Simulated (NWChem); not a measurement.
Molecule: CH4N2O2Si; SMILES N#CO[Si@@H](N)O

```xyz
10

N     -0.5813    -2.7616    -0.1193
C      0.0551    -1.8079     0.0807
O      0.7316    -0.7497     0.2927
Si    -0.0089     0.8289     0.3853
N      0.9644     1.9993    -0.3357
O     -1.4149     0.6675    -0.4458
H     -0.1187     1.0891     1.8356
H      1.0736     2.0931    -1.3382
H      1.6130     2.5668     0.1940
H     -1.8676    -0.1842    -0.4467
```
Atoms are numbered in this order, from 1.

Geometry: optimised at PBE0/def2-SVP.

**Question.** Give the principal values of the shielding tensors (ppm) of N1, C2, O3, Si4, N5 from KT2/pcSseg-1, GIAO (NWChem), with their diamagnetic and paramagnetic parts as GIAO splits them.

**Answer.** 
| atom | σ11 | σ22 | σ33 | isotropic | diamagnetic | paramagnetic |
|---|---|---|---|---|---|---|
| N1 | -34.8 | 1.4 | 331.0 | 99.2 | 335.7 | -236.5 |
| C2 | -28.2 | -25.4 | 287.1 | 77.8 | 259.3 | -181.5 |
| O3 | 175.8 | 210.7 | 307.4 | 231.3 | 399.4 | -168.0 |
| Si4 | 356.1 | 398.1 | 447.6 | 400.6 | 883.8 | -483.3 |
| N5 | 205.1 | 209.6 | 270.8 | 228.5 | 319.9 | -91.4 |
